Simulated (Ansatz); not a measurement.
Consider the formal exchange of groups at the Si–N bond: `OC(O)(F)N[SiH3]` + `[OH][GeH2][SiH3]` → `[OH][GeH2][SiH2][SiH3]` + `NC(O)(O)F`.

Calculated with Ansatz (gas phase, PBE0-D4/def2-TZVP geometries, no zero-point term in ΔE). CCSD(T)/CBS is the MP2 limit (def2-TZVPP, def2-QZVPP) plus CCSD(T) − MP2 in def2-TZVPP, frozen cores. DFT in def2-TZVPP. B3LYP here is the variant with VWN-RPA as its local correlation; programs differ in this. For Ge outer-core shells are correlated without core-valence functions, which leaves a few kJ/mol of doubt a bond. Scalar relativity is left out up to krypton. Each species was taken in one conformer, which may not be the lowest.

| level | ΔE (kcal/mol) | difference from CCSD(T)/CBS |
| --- | --- | --- |
| PBE-D4 | 3.0 | -4.7 |
| r2SCAN-D4 | 6.1 | -1.6 |
| PBE0-D4 | 4.2 | -3.5 |
| B3LYP-D4 | 7.6 | -0.1 |
| ωB97X-V | 7.7 | 0.0 |
| ωB97M-V | 8.8 | 1.1 |
| B2PLYP | 8.5 | 0.8 |
| r2SCAN | 6.1 | -1.6 |
| B3LYP | 7.7 | 0.0 |
| HF/def2-TZVPP | 11.4 | 3.7 |
| MP2/def2-TZVPP | 9.4 | 1.7 |
| CCSD/def2-TZVPP | 8.3 | 0.6 |
| CCSD(T)/def2-TZVPP | 7.7 | 0.0 |
| HF/def2-QZVPP | 11.8 | 4.1 |
| SCS-MP2/def2-QZVPP | 10.3 | 2.6 |
| MP2/CBS(def2) | 9.4 | 1.7 |
| CCSD(T)/CBS | 7.7 | 0 |

Largest T1 diagnostic among the species: 0.013.

In def2-TZVPP, CCSD(T) changes the Hartree–Fock value by −3.6 kcal/mol (the triples alone add −0.5 kcal/mol) and MP2 by −1.9 kcal/mol. From PBE to PBE0 (25 % exact exchange), in def2-TZVPP and without D4, ΔE moves by +1.3 kcal/mol.
